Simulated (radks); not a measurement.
Valence configurations of neutral beryllium (all share [He]). All-electron calculation, non-relativistic Kohn-Sham, r2SCAN, spin-polarised, spherical densities, point nucleus; open shells are filled with parallel spins first; meta-GGA in the generalised Kohn-Sham scheme. Program: a radial shooting solver on a logarithmic mesh with Libxc functionals. Energies are relative to 2s2; eigenvalues in eV for spin up.

valence      E (eV)  moment (Bohr magnetons)   e(2p)   e(2s)
2s2           0.000                        0       -  -5.746
2s1.5 2p0.5   1.612                        1  -2.584  -6.730
2s1 2p1       2.381                        2  -3.026  -7.217
2p2           6.528                        2  -3.460       -

NIST lists [He] 2s2 as the ground configuration; this level of theory agrees among the configurations tried. The energies are those of spherical high-spin densities, not of single terms.
